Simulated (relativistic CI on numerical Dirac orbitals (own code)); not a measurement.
## Lu VI: computed level list

Calculated at this level of theory: Dirac-Coulomb-Breit CI, orbitals from a KLI potential per configuration, model QED, valence Slater integrals scaled by 0.85, P86 correlation energy added to each configuration (own radial code, finite nucleus).

Configuration list (outside the closed core [Kr] 4d10): 4f¹²5s²5p⁶, 4f¹³5s²5p⁵, 4f¹⁴5s²5p⁴, 4f¹²5s²5p⁵5d, 4f¹¹5s²5p⁶5d, 4f¹¹5s²5p⁶6s, 4f¹³5s²5p⁴5d, 4f¹²5s²5p⁵5f, 4f¹²5s5p⁶5d, 4f¹¹5s²5p⁶6p, 4f¹⁴5p⁶, 4f¹³5s5p⁶, 4f¹⁴5s5p⁵, 4f¹¹5s²5p⁶7s, 4f¹³5s5p⁵6s, 4f¹²5s5p⁶6s. Levels of other configurations are missing.

```
No.  Configuration  Term  J   E (eV)   %  Next component (%)        jj configuration (%)
 41   4f¹¹5s²5p⁶5d   ³G°  5  26.8042  32              16 ³H°          4f7/2^5 5d3/2 (54)
 42   4f¹¹5s²5p⁶5d   ⁵G°  4  26.8065  30              13 ³F°          4f7/2^5 5d3/2 (51)
 43   4f¹¹5s²5p⁶5d   ³F°  3  26.8098  21              19 ³G°          4f7/2^5 5d3/2 (55)
 44   4f¹¹5s²5p⁶5d   ⁵L°  7  26.8560  34              28 ³I°  4f5/2^5 4f7/2^6 5d3/2 (45)
 45   4f¹¹5s²5p⁶5d   ³G°  5  26.8990  39              16 ⁵G°          4f7/2^5 5d3/2 (39)
 46   4f¹¹5s²5p⁶5d   ⁵L°  6  26.9685  36              19 ³K°          4f7/2^5 5d3/2 (49)
 47   4f¹¹5s²5p⁶5d   ⁵L°  9  26.9772  66              28 ³L°  4f5/2^5 4f7/2^6 5d5/2 (92)
 48   4f¹¹5s²5p⁶5d   ³H°  6  27.0701  45              20 ⁵K°          4f7/2^5 5d3/2 (28)
 49   4f¹¹5s²5p⁶5d   ³H°  5  27.0918  37              24 ⁵H°  4f5/2^5 4f7/2^6 5d5/2 (47)
 50   4f¹¹5s²5p⁶5d   ⁵K°  8  27.2040  57              19 ³K°  4f5/2^5 4f7/2^6 5d5/2 (90)
 51   4f¹¹5s²5p⁶5d   ³G°  4  27.2048  39              32 ⁵G°  4f5/2^5 4f7/2^6 5d5/2 (38)
 52   4f¹¹5s²5p⁶5d   ³I°  6  27.2621  34              26 ⁵H°  4f5/2^5 4f7/2^6 5d5/2 (64)
 53   4f¹¹5s²5p⁶5d   ⁵I°  7  27.3502  50              26 ³K°  4f5/2^5 4f7/2^6 5d5/2 (84)
 54   4f¹¹5s²5p⁶5d   ⁵I°  4  27.3899  25              21 ⁵D°  4f5/2^5 4f7/2^6 5d3/2 (39)
 55   4f¹¹5s²5p⁶5d   ⁵K°  5  27.4519  40              24 ⁵F°  4f5/2^5 4f7/2^6 5d3/2 (45)
 56   4f¹¹5s²5p⁶5d   ³F°  2  27.5104  31              28 ⁵G°          4f7/2^5 5d3/2 (50)
 57   4f¹¹5s²5p⁶5d   ⁵D°  3  27.5164  24              23 ⁵G°  4f5/2^5 4f7/2^6 5d3/2 (32)
 58   4f¹¹5s²5p⁶5d   ⁵G°  6  27.5384  29              22 ⁵L°          4f7/2^5 5d5/2 (37)
 59   4f¹¹5s²5p⁶5d   ⁵G°  3  27.6456  43              20 ⁵H°  4f5/2^5 4f7/2^6 5d5/2 (35)
 60   4f¹¹5s²5p⁶5d   ³L°  8  27.6647  39              29 ³K°  4f5/2^5 4f7/2^6 5d5/2 (38)
 61   4f¹¹5s²5p⁶5d   ⁵H°  4  27.6761  25              22 ³H°  4f5/2^5 4f7/2^6 5d5/2 (31)
 62   4f¹¹5s²5p⁶5d   ³I°  7  27.6790  40              20 ⁵H°          4f7/2^5 5d5/2 (57)
 63   4f¹¹5s²5p⁶5d   ⁵I°  5  27.8247  25              24 ³I°  4f5/2^5 4f7/2^6 5d5/2 (28)
 64   4f¹¹5s²5p⁶5d   ⁵G°  2  27.9019  35              22 ⁵D°          4f7/2^5 5d3/2 (32)
 65   4f¹¹5s²5p⁶5d   ⁵D°  1  27.9217  58              18 ³D°          4f7/2^5 5d3/2 (62)
 66   4f¹¹5s²5p⁶5d   ³H°  6  27.9439  34              19 ³K°          4f7/2^5 5d5/2 (35)
 67   4f¹¹5s²5p⁶5d   ⁵D°  0  27.9795  75              23 ³P°          4f7/2^5 5d3/2 (47)
 68   4f¹¹5s²5p⁶5d   ³L°  7  28.0154  28              18 ³I°          4f7/2^5 5d5/2 (46)
 69   4f¹¹5s²5p⁶5d   ⁵D°  3  28.0317  35              21 ³D°          4f7/2^5 5d3/2 (60)
 70   4f¹¹5s²5p⁶5d   ³G°  4  28.0464  33              28 ⁵G°  4f5/2^5 4f7/2^6 5d3/2 (49)
```

Energies count from the lowest computed level; ° marks odd parity. Filled j subshells are mostly left out of the jj labels.

The mean weight of the leading LS term, summed over parents, in these 30 levels is 38 %, and that of the leading jj configuration (from the same eigenvectors) 49 %, so jj coupling describes them better and the LS labels are nominal.

At this charge configurations can still be misplaced by up to about 7 % of their energy. Levels and lines within the n = 5 or 6 shells can be off by up to 10 % or somewhat more, and those that change n by about 2 %, since core polarisation is missing. Levels that differ in their count of f electrons can be misplaced by several ten thousand cm⁻¹, since the correlation energy of f electrons is missing or only estimated; rates across such gaps can be off by orders of magnitude.

LS names give the leading component of a level, which can be under half, so a name can repeat, a term be missing and a line seem to break the LS rules.
